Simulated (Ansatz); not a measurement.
FRb, charge +1, doublet, geometry from GFN2-xTB (such geometries of metal compounds can be far from the true shape) (a state made from the parent by changing its charge; the spin is typed, not shown lowest) (core potentials on Rb). Base run: Ansatz (a program for electronic structure) with PBE/def2-SV(P).

Geometry (Å):
```xyz
2

Rb     0.0000     0.0000    -0.5472
F      0.0000     0.0000     2.2496
```
Charge +1, spin multiplicity 2.
Orbitals are unrestricted.
All else is at Ansatz's defaults.

Variants of this job, named by their change:

| change | basis functions | E (Eh) |
|---|---|---|
| base | 38 | -123.47249 |
| basis = x2c-TZVPall; relativity = spin-free X2C | 94 | -3080.23623 |
| basis = x2c-TZVPall; relativity = spin-free X2C; nucleus = Gaussian | 94 | -3080.21151 |
| basis = x2c-SVPall; relativity = spin-free X2C; nucleus = Gaussian | 64 | -3079.78531 |
| basis = jorge-DZP-DKH; relativity = spin-free X2C | 51 | -3079.95426 |
| basis = jorge-DZP-DKH; relativity = spin-free X2C; nucleus = Gaussian | 51 | -3079.92847 |
| basis = jorge-DZP-DKH; relativity = none | 51 | -3025.98332 |
| basis = x2c-TZVPall; relativity = none | 94 | -3016.99196 |
| basis = x2c-SVPall; relativity = none | 64 | -3017.45681 |
| basis = x2c-SVPall; relativity = spin-free X2C | 64 | -3079.80818 |

Absolute energies of different levels of theory aren't comparable as measures of quality.

Ansatz warned in this series: the basis is contracted for relativity, which the run leaves out.

Basis sets contracted for a relativistic Hamiltonian are a mismatch without it, so the rows without relativity aren't non-relativistic limits. No row has spin-orbit coupling; sets with core potentials leave out the core electrons.
